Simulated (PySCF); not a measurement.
From computed data to an observable: entropy of an ideal gas

NbOCl₃, SMILES [Nb]([Cl])([Cl])([Cl])=[O], multiplicity 1.

The structure is a stationary point at PBE0-D3(BJ)/def2-SVP. The multiplicity is an assumed one; other spin states were not compared. The isomer is the one that the SMILES or the coordinates give; other isomers of the formula were not compared. The def2 effective core potentials stand for the cores of Nb; spin–orbit coupling is left out.

PBE0-D3(BJ)/def2-SVP run with PySCF gives the harmonic wavenumbers 103, 103, 129, 222, 222, 397, 450, 450, 1073 cm⁻¹ and the rotational temperatures 0.0720, 0.0720, 0.0482 K. The molar mass is 215.26 g/mol, the symmetry number 3, the spin multiplicity 1.

Task: Work out the entropy at 298.15 K and 1 atm in the rigid-rotor, harmonic-oscillator model.

Result: 
Translation (Sackur–Tetrode at 1 atm): S = R[1.5 ln M + 2.5 ln T − 1.16487] = 175.7 J/(mol K).
Rotation: q = (√π/σ) T^1.5/√(θA θB θC) = 192000, S = R[ln q + 3/2] = 113.6 J/(mol K).
Vibration: with u = 1.4388 ν/T, each mode gives R[u/(e^u − 1) − ln(1 − e^−u)]:
```csv
ν (cm⁻¹),modes,u,S (J/(mol K))
103,2,0.50,28.42
129,1,0.62,12.39
222,2,1.07,16.26
397,1,1.92,4.07
450,2,2.17,6.66
1073,1,5.18,0.29
```
These are all the modes. Sum 68.1 J/(mol K).
Spin: R ln 1 = 0.0 J/(mol K).
Total 357.5 J/(mol K); the program's own thermochemistry gives 357.5. Translation makes up 49 % and vibration 19 %. Anharmonicity, hindered rotation and orbital degeneracy are left out.
